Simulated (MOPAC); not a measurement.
Input file for MOPAC: AM1 on CH5NSn (SMILES [CH3][Sn][NH2]), a point of a torsion scan.

```
AM1 1SCF PRECISE CHARGE=0 THREADS=1
CH5NSn

C      1.28853599 1    -0.11566690 1     0.12223773 1
Sn    -0.26120474 1     1.36959245 1     0.84020294 1
N     -1.72467896 1     0.60303368 1    -0.34053242 1
H      1.29479255 1    -0.17952929 1    -0.96533416 1
H      2.30067220 1     0.13435450 1     0.44111899 1
H      1.06955299 1    -1.11403673 1     0.50199430 1
H     -2.67601076 1     0.93614054 1    -0.39552270 1
H     -1.63738616 1    -0.17521695 1    -0.97745990 1
```

Program output:

```
*******************************************************************************
 **                                                                           **
 **                              MOPAC v23.2.5                                **
 **                                                                           **
 *******************************************************************************
 ** MOPAC's Digital Object Identifier: https://doi.org/10.5281/zenodo.6511958 **
 **                                                                           **
 ** Please cite the open-source release paper for use of this MOPAC version:  **
 ** J. E. Moussa and J. J. P. Stewart (2026)                                  **
 ** MOPAC: An open-source semiempirical molecular orbital program             **
 ** J. Open Source Softw., 11(119), 8025, https://doi.org/10.21105/joss.08025 **
 *******************************************************************************

                              AM1 CALCULATION RESULTS

 *******************************************************************************
 *  AM1        - The AM1 Hamiltonian to be used
 *
 *
 *
 *                 CHARGE ON SYSTEM = 0
 *
 *
 *
 *  PRECISE    - TIGHTER CRITERIA TO BE USED
 *  1SCF       - DO 1 SCF AND THEN STOP
 *  THREADS=1  - MULTI-THREADING NOT USED
 *  T=         - A TIME OF 172800.0 SECONDS REQUESTED
 *  DUMP=N     - RESTART FILE WRITTEN EVERY 7200.0 SECONDS REQUESTED
 *******************************************************************************
AM1 1SCF PRECISE CHARGE=0 THREADS=1
 CH5NSn

   ATOM   CHEMICAL          X               Y               Z
  NUMBER   SYMBOL      (ANGSTROMS)     (ANGSTROMS)     (ANGSTROMS)

     1       C          1.28853599  *  -0.11566690  *   0.12223773  *
     2      Sn         -0.26120474  *   1.36959245  *   0.84020294  *
     3       N         -1.72467896  *   0.60303368  *  -0.34053242  *
     4       H          1.29479255  *  -0.17952929  *  -0.96533416  *
     5       H          2.30067220  *   0.13435450  *   0.44111899  *
     6       H          1.06955299  *  -1.11403673  *   0.50199430  *
     7       H         -2.67601076  *   0.93614054  *  -0.39552270  *
     8       H         -1.63738616  *  -0.17521695  *  -0.97745990  *



          CARTESIAN COORDINATES

    NO.       ATOM           X           Y           Z

     1         C          1.2885     -0.1157      0.1222
     2        Sn         -0.2612      1.3696      0.8402
     3         N         -1.7247      0.6030     -0.3405
     4         H          1.2948     -0.1795     -0.9653
     5         H          2.3007      0.1344      0.4411
     6         H          1.0696     -1.1140      0.5020
     7         H         -2.6760      0.9361     -0.3955
     8         H         -1.6374     -0.1752     -0.9775

  H: (AM1): M.J.S. DEWAR ET AL, J. AM. CHEM. SOC. 107 3902-3909 (1985)
  C: (AM1): M.J.S. DEWAR ET AL, J. AM. CHEM. SOC. 107 3902-3909 (1985)
  N: (AM1): M.J.S. DEWAR ET AL, J. AM. CHEM. SOC. 107 3902-3909 (1985)
 Sn: (AM1): J. J. P. STEWART, J. MOL. MOD., 10, 155-164 (2004)

           Empirical Formula: C H5 N Sn  =     8 atoms



      MOLECULAR POINT GROUP   :   C1


      RHF CALCULATION, NO. OF DOUBLY OCCUPIED LEVELS = 9


 -------------------------------------------------------------------------------
 AM1 1SCF PRECISE CHARGE=0 THREADS=1
 CH5NSn



     1SCF WAS SPECIFIED, SO BFGS WAS NOT USED
     SCF FIELD WAS ACHIEVED


                              AM1 CALCULATION
                                                       MOPAC v23.2.5 Linux




          FINAL HEAT OF FORMATION =          9.56074 KCAL/MOL =      40.00216 KJ/MOL


          COSMO AREA              =        115.41 SQUARE ANGSTROMS
          COSMO VOLUME            =        105.48 CUBIC ANGSTROMS

          IONIZATION POTENTIAL    =          7.936737 EV
          HOMO LUMO ENERGIES (EV) =         -7.937 -0.298
          NO. OF FILLED LEVELS    =          9
          MOLECULAR WEIGHT        =        149.7472         POINT GROUP:  C1

          MOLECULAR DIMENSIONS (Angstroms)

            Atom       Atom       Distance
            H     7    H     5     5.10981
           Sn     2    H     4     2.43737
            H     6   Sn     2     1.58283


          SCF CALCULATIONS        =          1





   ATOM   CHEMICAL          X               Y               Z
  NUMBER   SYMBOL      (ANGSTROMS)     (ANGSTROMS)     (ANGSTROMS)

     1       C          1.28853599  *  -0.11566690  *   0.12223773  *
     2      Sn         -0.26120474  *   1.36959245  *   0.84020294  *
     3       N         -1.72467896  *   0.60303368  *  -0.34053242  *
     4       H          1.29479255  *  -0.17952929  *  -0.96533416  *
     5       H          2.30067220  *   0.13435450  *   0.44111899  *
     6       H          1.06955299  *  -1.11403673  *   0.50199430  *
     7       H         -2.67601076  *   0.93614054  *  -0.39552270  *
     8       H         -1.63738616  *  -0.17521695  *  -0.97745990  *

                             CARTESIAN COORDINATES

   1    C        1.288535990    -0.115666900     0.122237730
   2   Sn       -0.261204740     1.369592450     0.840202940
   3    N       -1.724678960     0.603033680    -0.340532420
   4    H        1.294792550    -0.179529290    -0.965334160
   5    H        2.300672200     0.134354500     0.441118990
   6    H        1.069552990    -1.114036730     0.501994300
   7    H       -2.676010760     0.936140540    -0.395522700
   8    H       -1.637386160    -0.175216950    -0.977459900


           Empirical Formula: C H5 N Sn  =     8 atoms



      MOLECULAR POINT GROUP   :   C1


                  EIGENVALUES
 -31.47375 -27.69311 -15.37883 -15.04102 -12.58065 -12.52777 -10.98548  -9.54289
  -7.93674  -0.29803   1.42905   2.18638   5.50207   5.57495   5.77842   6.31928
   6.63085


              NET ATOMIC CHARGES AND DIPOLE CONTRIBUTIONS

  ATOM NO.   TYPE          CHARGE      No. of ELECS.   s-Pop       p-Pop
    1          C          -0.617924        4.6179     1.27263     3.34530
    2         Sn           0.844433        3.1556     1.90422     1.25135
    3          N          -0.699287        5.6993     1.56188     4.13741
    4          H           0.058943        0.9411     0.94106
    5          H           0.066754        0.9332     0.93325
    6          H           0.060365        0.9396     0.93964
    7          H           0.146001        0.8540     0.85400
    8          H           0.140716        0.8593     0.85928
 DIPOLE           X         Y         Z       TOTAL
 POINT-CHG.    -0.660     4.080     3.264     5.267
 HYBRID        -0.260    -3.541    -3.116     4.724
 SUM           -0.920     0.539     0.148     1.076


          ATOMIC ORBITAL ELECTRON POPULATIONS

     Atom    s        px        py        pz
    1  C   1.27263   1.15505   1.15123   1.03902
    2 Sn   1.90422   0.40257   0.46928   0.37951
    3  N   1.56188   1.23293   1.38659   1.51789
    4  H   0.94106
    5  H   0.93325
    6  H   0.93964
    7  H   0.85400
    8  H   0.85928

 **********************
 *                    *
 * JOB ENDED NORMALLY *
 *                    *
 **********************




 == MOPAC DONE ==
```

The run finished.

Cost: roughly 0.03 core-seconds.
